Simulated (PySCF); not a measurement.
Start geometry of `N#CB(C#N)C[SiH3]` from a GFN2-xTB structure with every atom displaced at random (by about 0.01 Å) (Å):
```
atom  x, y, z in Å
N1     1.209    0.300   -2.986
C2     1.107    0.093   -1.870
B3     0.962   -0.218   -0.393
C4     2.122    0.256    0.545
N5     2.907    0.596    1.261
C6    -0.278   -0.905    0.165
Si7   -1.541    0.484    0.593
H8    -0.756   -1.559   -0.552
H9    -0.112   -1.454    1.112
H10   -1.874    1.227   -0.615
H11   -0.988    1.368    1.614
H12   -2.719   -0.216    1.117
```

Q: What comes out of this run: PySCF 2.14.0, PBE0-D3(BJ)/def2-SVP geometry optimisation, gas phase?

A: 
```
atom  x, y, z in Å
N1     1.208    0.379   -3.017
C2     1.081    0.164   -1.884
B3     0.884   -0.140   -0.385
C4     1.962    0.375    0.590
N5     2.754    0.757    1.347
C6    -0.374   -0.846    0.128
Si7   -1.677    0.510    0.512
H8    -0.849   -1.501   -0.619
H9    -0.223   -1.371    1.084
H10   -1.998    1.264   -0.733
H11   -1.141    1.441    1.545
H12   -2.897   -0.177    1.025
```

The energy falls by 0.224 eV over 7 energy and gradient evaluations, the largest force component goes from 0.0975 to 2.9e-04 Eh/bohr, and the atoms move by 0.031 Å rms after alignment. The bond that changes most is C4≡N5 (cyano carbon to cyano nitrogen), which lengthens by 0.045 Å. Bonds longer at the end by more than 0.005 Å: 8 of 11; shorter: 3. Among the angles that change most is C6–Si7–H12, from 105.2° to 107.4°. Rotational constants go from 2279, 1616, 1060 to 2233, 1605, 1046 MHz. The orientation of the end geometry is arbitrary; only internal coordinates are fixed.

The run used 127 basis functions and 47 SCF cycles in all.

Not checked by PBE0-D3(BJ)/def2-SVP frequencies. One conformer, not necessarily the lowest.
